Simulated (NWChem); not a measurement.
Species: SiH2Cl2; SMILES [SiH2](Cl)Cl

Computed with NWChem. Pople sets run with spherical d functions. Coordinates come from a PBE0/def2-SVP optimisation.

Task: Taking Hartree-Fock/6-311++G** as the yardstick, which of these has the fewest basis functions while keeping “highest occupied level (eV)” within 0.1 eV of it: Hartree-Fock/STO-3G; Hartree-Fock/3-21G; Hartree-Fock/6-31G*; Hartree-Fock/6-311G**; Hartree-Fock/6-31+G*?

Result: Hartree-Fock/6-31G*.
| level | basis functions | highest occupied level (eV) |
|---|---|---|
| Hartree-Fock/STO-3G | 29 | -10.68 |
| Hartree-Fock/3-21G | 43 | -12.66 |
| Hartree-Fock/6-31G* | 58 | -12.47 |
| Hartree-Fock/6-31+G* | 70 | -12.50 |
| Hartree-Fock/6-311G** | 90 | -12.54 |
| Hartree-Fock/6-311++G** | 104 | -12.49 |

The yardstick is one finite set, not the basis-set limit.
